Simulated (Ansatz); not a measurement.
# From SiH4 to SiHCl3: predicting a member

On one Si centre, n of the H ligands are replaced by Cl. The mean harmonic wavenumber of the Si–H stretches y in cm⁻¹ at PBE0-D4/def2-TZVP. The shapes are optimised at that level. Programs: Ansatz 0.2.0.

| molecule | n | y (cm⁻¹) |
| --- | --- | --- |
| SiH4 | 0 | 2243 |
| SiH3Cl | 1 | 2257 |
| SiH2Cl2 | 2 | ? |
| SiHCl3 | 3 | 2308 |

Task: Fit y = c + s·n to the known rows and predict SiH2Cl2.

Result: 
1. Means of the 3 rows: n = 1.33333, y = 2269.3.
2. Σ(Δn)² = 4.6667, Σ(Δn·Δy) = 103.67, so the slope is 103.67/4.6667 = 22.215.
3. Intercept: 2269.3 − (22.215) × 1.33333 = 2239.7. The largest residual of the fit is 4.9.
4. SiH2Cl2: 2239.7 + (22.215) × 2 = 2284 cm⁻¹.

The run gave 2279 cm⁻¹, so the prediction is off by +5 cm⁻¹, about the largest residual. The step per swap changes from +14 to +29 cm⁻¹ along the series, so a line misses the bend. The wavenumbers are unscaled and lie a few per cent above observed bands. Electronegative ligands draw the centre's p character, so the other bonds gain s character and stiffen.
